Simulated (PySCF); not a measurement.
# Assigning NMR signals

Bonds (- single, = double, # triple, : aromatic): F1-C2, C2-F3, C2-F4, C2-C5, C5-F6, C5-F7, C5-C8, C8=C9, C9-C10, C10-C11, C11=C12, C12-C8. C9 carries H13; C10 carries H14, H15; C11 carries H16; C12 carries H17.

Computed data (PySCF 2.14): GFN2-xTB geometry, shieldings: GIAO PBE0/pcSseg-1. Isolated molecule, averaged over atoms made equivalent by symmetry, fast rotation or ring inversion, no relativistic terms, one conformer.

Shifts are taken against calculated references (same method and geometry level): TMS for ¹³C (σ = 186.93 ppm), ¹H (σ = 31.72 ppm).

**Question.** Assign these signals to the numbered atoms. ¹³C{¹H} NMR (computed): δ 146.7 (CH), 145.9 (C), 144.1 (CH), 138.2 (CH), 129.2 (C), 120.5 (C), 45.9 (CH2).

**Answer.** 
146.7 → C9, alkene CH: an sp2 carbon of a C=C bond
145.9 → C8, fully substituted alkene carbon: as expected for a trigonal carbon in a double bond
144.1 → C11, alkene CH: the olefinic region
138.2 → C12, alkene CH
129.2 → C2, CF3 carbon: 3 electronegative neighbours deshield it
120.5 → C5, allylic fully substituted sp3 carbon bonded to 2 F: 2 electronegative neighbours deshield it
45.9 → C10, allylic sp3 CH2: aliphatic region, no heteroatom directly attached

C9 and C8; C8 and C11 lie closer than the usual error of such a calculation, so a measured spectrum could show them in the other order.

**Question.** Assign these signals to the numbered atoms. ¹H NMR (600 MHz, computed): δ 7.23 (m, 1H), 7.02 (m, 1H), 6.86 (m, 1H), 3.32 (m, 2H).

**Answer.** 
```tsv
δ (ppm)	atoms	environment	reason
7.23	H13	hydrogen on an alkene CH	attached to an sp2 carbon and in the plane of the double bond
7.02	H17	hydrogen on an alkene CH	–
6.86	H16	hydrogen on an alkene CH	–
3.32	H14/H15	hydrogen on an allylic sp3 CH2	–
```

Splittings by ¹⁹F in the carbon and heteronuclear signals aren't shown, as no couplings were computed. Shifts are as computed. Against solution values, carbons near 30 ppm lie about +3 ppm off and those near 130 ppm about +5 ppm. Of 1211 compounds with measured shifts, 218 miss one by over three times the rms of a fit or turn the order of signals round; such compounds aren't used in these exercises. Multiplicities follow the n + 1 count of equivalent neighbours, as no J values were calculated; m marks all less simple cases, F and P coupling included.
